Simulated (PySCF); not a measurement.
Species: Mo(vinyl)4, C₈H₁₂Mo (triplet state).
Bonds: Mo1–C2, Mo1–C7, Mo1–C12, Mo1–C17, C2–C3, C7–C8, C12–C13, C17–C18. Hydrogens: H4 on C2; H5, H6 on C3; H9 on C7; H10, H11 on C8; H14 on C12; H15, H16 on C13; H19 on C17; H20, H21 on C18.

Method: PBE0-D3(BJ)/def2-SVP geometry optimisation, gas phase, def2 core potentials past Kr in PySCF 2.14.0; unrestricted, density fitting, grid level 1; the optimiser is geomeTRIC in internal coordinates, started from a GFN2-xTB structure with every atom displaced at random (about 0.03 Å).

Step 2: E = -10326.5898 eV
```
atom  x, y, z in Å  |  force x, y, z in eV/Å
Mo1     0.0287    0.1815   -0.0836    0.036  -0.197  -0.025
C2     -0.1065    0.1586    1.9737    0.150  -0.187   0.502
C3      0.5059   -0.8398    2.6514   -0.259   0.229  -0.407
H4     -0.6327    0.9339    2.5637    0.065  -0.061  -0.175
H5      1.0138   -1.6340    2.0935    0.167  -0.162   0.057
H6      0.5191   -0.9467    3.7450   -0.039   0.113  -0.068
C7      1.9464    0.3197   -0.7626    0.249   0.030  -0.350
C8      3.0870    0.2901   -0.0436    0.174   0.130  -0.303
H9      2.0320    0.4379   -1.8670   -0.071  -0.063   0.231
H10     3.0235    0.1897    1.0379    0.205  -0.040   0.318
H11     4.1063    0.3865   -0.4862   -0.589  -0.080   0.195
C12    -1.0941    1.6497   -0.9277    0.168   0.412  -0.649
C13    -2.2294    2.0147   -0.3209   -0.443   0.131   0.126
H14    -0.8521    2.1521   -1.8783    0.176  -0.138  -0.067
H15    -2.4672    1.5191    0.6204   -0.453   0.103   0.337
H16    -2.9584    2.7564   -0.7171    0.392  -0.344   0.213
C17    -0.6445   -1.6245   -0.7980   -0.122   0.285  -0.176
C18    -1.4888   -1.7647   -1.8394    0.112   0.195   0.154
H19    -0.2708   -2.5321   -0.3146    0.143  -0.265   0.151
H20    -1.9025   -0.8911   -2.3532   -0.053   0.019  -0.056
H21    -1.8024   -2.7408   -2.2233   -0.009  -0.109  -0.008
```

Step 3: E = -10326.6561 eV
```
atom  x, y, z in Å  |  force x, y, z in eV/Å
Mo1     0.0284    0.1717   -0.0910   -0.195   0.150  -0.160
C2     -0.0901    0.1286    1.9617    0.100  -0.116   0.109
C3      0.5245   -0.8600    2.6384    0.021  -0.034  -0.022
H4     -0.6176    0.8984    2.5478   -0.034   0.028  -0.073
H5      1.0759   -1.6660    2.1323   -0.026   0.033  -0.031
H6      0.5210   -0.9273    3.7340   -0.018   0.035   0.005
C7      1.9460    0.3159   -0.7620    0.041   0.004  -0.013
C8      3.0748    0.2917   -0.0275    0.119   0.024  -0.008
H9      2.0382    0.4265   -1.8595    0.002  -0.033   0.041
H10     3.0526    0.1886    1.0642   -0.008   0.009  -0.030
H11     4.0750    0.3768   -0.4820   -0.136  -0.017   0.048
C12    -1.1170    1.6599   -0.9310   -0.266   0.066   0.241
C13    -2.2580    2.0477   -0.3172    0.192  -0.009  -0.087
H14    -0.8631    2.1489   -1.8849    0.068  -0.086  -0.038
H15    -2.5798    1.6242    0.6446    0.018  -0.007  -0.039
H16    -2.9316    2.8082   -0.7415    0.079  -0.075   0.029
C17    -0.6328   -1.6280   -0.8088    0.037  -0.019   0.021
C18    -1.4841   -1.7741   -1.8410   -0.034   0.017  -0.018
H19    -0.2412   -2.5425   -0.3296    0.029   0.018   0.000
H20    -1.9234   -0.9124   -2.3570    0.003   0.007   0.006
H21    -1.7843   -2.7606   -2.2195    0.010   0.006   0.017
```

Step 4: E = -10326.6653 eV
```
atom  x, y, z in Å  |  force x, y, z in eV/Å
Mo1     0.0206    0.1715   -0.1025   -0.039   0.011  -0.032
C2     -0.0832    0.1194    1.9491    0.023  -0.044   0.048
C3      0.5345   -0.8654    2.6256    0.037  -0.036  -0.007
H4     -0.6171    0.8905    2.5268   -0.026   0.028  -0.023
H5      1.0860   -1.6660    2.1120   -0.011   0.008   0.011
H6      0.5336   -0.9276    3.7214   -0.006   0.005   0.000
C7      1.9409    0.3154   -0.7653   -0.023   0.005   0.034
C8      3.0553    0.3040   -0.0095    0.055   0.012   0.010
H9      2.0464    0.4082   -1.8615    0.034  -0.028   0.003
H10     3.0162    0.2195    1.0832   -0.020   0.004  -0.031
H11     4.0588    0.3790   -0.4487   -0.001   0.001   0.001
C12    -1.1209    1.6504   -0.9310   -0.052   0.060   0.029
C13    -2.2455    2.0553   -0.3110   -0.017   0.048   0.035
H14    -0.8607    2.1181   -1.8942    0.019  -0.048  -0.029
H15    -2.5666    1.6439    0.6560    0.032  -0.009  -0.025
H16    -2.9099    2.8186   -0.7357   -0.012   0.004  -0.007
C17    -0.6286   -1.6307   -0.8133    0.041  -0.027   0.021
C18    -1.4919   -1.7739   -1.8358   -0.038  -0.030  -0.012
H19    -0.2211   -2.5425   -0.3406    0.001   0.029  -0.029
H20    -1.9434   -0.9111   -2.3397    0.007  -0.003   0.005
H21    -1.7903   -2.7606   -2.2149   -0.002   0.008   0.000
```

Step 5: E = -10326.6720 eV
```
atom  x, y, z in Å  |  force x, y, z in eV/Å
Mo1     0.0109    0.1689   -0.1156    0.023  -0.047   0.038
C2     -0.0756    0.0948    1.9375   -0.026  -0.023  -0.064
C3      0.5445   -0.8857    2.6179   -0.003   0.020   0.048
H4     -0.6211    0.8660    2.5052    0.004   0.003   0.017
H5      1.1015   -1.6872    2.1140   -0.003   0.007  -0.013
H6      0.5348   -0.9372    3.7140    0.009  -0.019   0.011
C7      1.9388    0.3160   -0.7655   -0.043   0.016   0.018
C8      3.0427    0.3267    0.0057   -0.056   0.008   0.015
H9      2.0617    0.3832   -1.8609    0.028  -0.020  -0.023
H10     2.9825    0.2679    1.0978    0.006  -0.002   0.012
H11     4.0505    0.3950   -0.4193    0.064   0.007  -0.024
C12    -1.1340    1.6526   -0.9309    0.108   0.006  -0.053
C13    -2.2361    2.0982   -0.3037   -0.055   0.028   0.072
H14    -0.8679    2.0852   -1.9094   -0.031  -0.020  -0.021
H15    -2.5469    1.7111    0.6754    0.008   0.000   0.007
H16    -2.8909    2.8649   -0.7334   -0.041   0.042  -0.026
C17    -0.6215   -1.6383   -0.8277    0.011   0.003  -0.019
C18    -1.5035   -1.7963   -1.8328   -0.004  -0.006   0.031
H19    -0.1858   -2.5422   -0.3678    0.015  -0.004  -0.009
H20    -1.9810   -0.9399   -2.3227   -0.005  -0.004  -0.010
H21    -1.7901   -2.7878   -2.2073   -0.010   0.005  -0.009
```

Problem. Estimate the geometry and energy of step 6. (The exact step hangs on the optimiser's Hessian estimate; all steps are aligned on step 5, rigid shifts and turns removed.)

Solution. E = -10326.6772 eV, largest force 0.142 eV/Å
```
atom  x, y, z in Å  |  force x, y, z in eV/Å
Mo1     0.0008    0.1580   -0.1300    0.035  -0.054   0.075
C2     -0.0729    0.0603    1.9226   -0.088   0.049  -0.040
C3      0.5517   -0.9110    2.6119   -0.013   0.038  -0.041
H4     -0.6321    0.8298    2.4807    0.012  -0.006   0.038
H5      1.1150   -1.7010    2.0991    0.031  -0.044   0.045
H6      0.5376   -0.9634    3.7082    0.011  -0.020  -0.015
C7      1.9348    0.3155   -0.7654   -0.041   0.018   0.019
C8      3.0225    0.3619    0.0279   -0.066   0.009  -0.013
H9      2.0831    0.3481   -1.8592    0.017  -0.007  -0.014
H10     2.9445    0.3359    1.1199   -0.008  -0.005   0.016
H11     4.0362    0.4288   -0.3816    0.083   0.007  -0.023
C12    -1.1472    1.6495   -0.9341    0.132  -0.038  -0.036
C13    -2.2153    2.1562   -0.2935    0.005  -0.003   0.032
H14    -0.8906    2.0289   -1.9378   -0.072   0.004  -0.013
H15    -2.5040    1.8172    0.7094   -0.004   0.004   0.015
H16    -2.8610    2.9239   -0.7351   -0.030   0.042  -0.024
C17    -0.6094   -1.6543   -0.8461   -0.017   0.035  -0.046
C18    -1.5186   -1.8239   -1.8254    0.020  -0.013   0.048
H19    -0.1371   -2.5501   -0.4076    0.009  -0.014  -0.008
H20    -2.0303   -0.9757   -2.2948   -0.001   0.002  -0.003
H21    -1.7944   -2.8187   -2.1986   -0.014  -0.004  -0.013
```

The energy changes by -0.0052 eV. The first-order estimate −F·Δx gives -0.0082 eV and the mean of the old and new forces, exact on a quadratic surface, -0.0051 eV. The step makes an angle of 82° with the force vector and moves no atom by more than 0.119 Å.

The cost below is that of the whole optimisation. The run took 29 min on one thread, Intel Xeon at 2.70 GHz (x86_64), no GPU (shared host), and the process peaked at 1.4 GiB of memory.
